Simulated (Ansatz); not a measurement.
Consider the redistribution: `[CH3][Zn][CH2]Cl` + `[SiH3][NH][GeH3]` → `Cl[CH2][ZnH]` + `C[SiH2][NH][GeH3]`.

Calculated with Ansatz (gas phase, PBE0-D4/def2-TZVP geometries, no zero-point term in ΔE). CBS: MP2 limit from def2 TZ/QZ plus the TZ coupled-cluster correction, frozen cores. For Ge, Zn outer-core shells are correlated without core-valence functions, which leaves a few kJ/mol of doubt a bond. Scalar relativity is left out up to krypton. Each species was taken in one conformer, which may not be the lowest.

| species | CCSD(T)/CBS(def2) energy (Eh) |
| --- | --- |
| `[CH3][Zn][CH2]Cl` | -2317.26295 |
| `[SiH3][NH][GeH3]` | -2424.11992 |
| `Cl[CH2][ZnH]` | -2277.98947 |
| `C[SiH2][NH][GeH3]` | -2463.39859 |

Q: Work out ΔE.

A: ΔE = (-2277.98947) + (-2463.39859) − (-2317.26295) − (-2424.11992) = -0.00519 Eh = -3.3 kcal/mol.

Largest T1 diagnostic among the species: 0.014.

In def2-TZVPP, CCSD(T) changes the Hartree–Fock value by +1.7 kcal/mol (the triples alone add +0.2 kcal/mol) and MP2 by +2.6 kcal/mol. The D4 term adds −1.0 kcal/mol with B3LYP and −0.6 kcal/mol with PBE0; it sums over pairs of atoms, weighted by their polarisabilities, and B3LYP, whose exchange is more repulsive, gets the larger term.

B3LYP here is the variant with VWN-RPA as its local correlation; programs differ in this.
